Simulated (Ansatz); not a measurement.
Isolated molecules relaxed with PBE0-D4/def2-TZVP in Ansatz; ΔE leaves out vibrations. CCSD(T)/CBS adds triple-zeta CCSD(T) − MP2 to the extrapolated MP2 energy (def2 sets, frozen cores). This one scheme is used for every species, atoms too. For atomizations the MP2-based limit and the directly extrapolated one differ by several kJ/mol either way, and by 10 to 25 for some Ge, Se and Sn compounds, so smaller differences from it don't rank the levels. Functionals use def2-TZVPP. HSE06 is defined as in plane-wave codes. Open shells (•) are unrestricted, without spin–orbit coupling. Spin–orbit coupling would lower the free atoms: a little for C, Cl, S, Si. Each species was taken in one conformer, which may not be the lowest.

Reaction (atomization): `CS[Si](Cl)(Cl)Cl` → C• + 3 Cl• + 3 H• + S• + Si•

```csv
level,ΔE (kJ/mol)
HSE06-D4,3153.3
revPBE,3023.0
CAM-B3LYP,3059.8
CCSD/def2-SVP,2824.1
```

Problem. What does CCSD(T)/CBS give? (Estimate.)

Solution. Ansatz gave: +3133.2 kJ/mol. The listed levels differ from it by 20.1, -110.2, -73.4, -309.1 kJ/mol.

Problem. What do rigid-rotor, harmonic-oscillator terms from PBE0-D4/def2-TZVP frequencies (298.15 K, 1 bar) make of the CCSD(T)/CBS value? (Estimate.)

Solution. The calculation gave: ΔZPE = -119.0 kJ/mol, ΔH = +3044.2 kJ/mol, ΔS = 945 J/(mol·K), ΔG = +2762.5 kJ/mol. Open shells count their whole term as degenerate.

Largest T1 diagnostic among the species: 0.012.

From PBE to PBE0 (25 % exact exchange), in def2-TZVPP and without D4, ΔE moves by −34.8 kJ/mol: exact exchange takes away binding that semilocal exchange gives to molecules. The D4 term adds +63.2 kJ/mol with B3LYP and +33.2 kJ/mol with PBE0; it sums over pairs of atoms, weighted by their polarisabilities, and B3LYP, whose exchange is more repulsive, gets the larger term.

B3LYP here is the variant with VWN-RPA as its local correlation; programs differ in this.
